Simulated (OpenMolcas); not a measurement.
**Predicting a hybrid from its neighbours: Si2H4F2**

Si2H4F2: 8 atoms, total charge 0, spin state singlet. As SMILES, `F[SiH2][SiH2]F`. Geometry: relaxed at PBE0-D4/def2-TZVP. This is one conformer, not always the lowest.

The vertical energy of the triplet above the singlet y, in eV, basis 6-31G(d); a is the functional's share of exact exchange. Programs: OpenMolcas 26.06.

| functional | program | a | y (eV) |
| --- | --- | --- | --- |
| revPBE | OpenMolcas | 0 | 5.20 |
| r2SCAN | OpenMolcas | 0 | 5.46 |
| B3LYP | OpenMolcas | 0.2 | ? |
| PBE0 | OpenMolcas | 0.25 | 5.59 |
| BHLYP | OpenMolcas | 0.5 | 6.08 |

**Question.** Fit y = c + s·a to the known rows and predict B3LYP.

**Answer.** 
1. Means of the 4 rows: a = 0.1875, y = 5.582.
2. Σ(Δa)² = 0.17188, Σ(Δa·Δy) = 0.25062, so the slope is 0.25062/0.17188 = 1.4581.
3. Intercept: 5.582 − (1.4581) × 0.1875 = 5.309. The largest residual of the fit is 0.15.
4. B3LYP: 5.309 + (1.4581) × 0.2 = 5.60 eV.

The run gave 5.64 eV, so the prediction is off by -0.04 eV, within the largest residual. The rows mix families of semi-local functionals, which the line can't see.
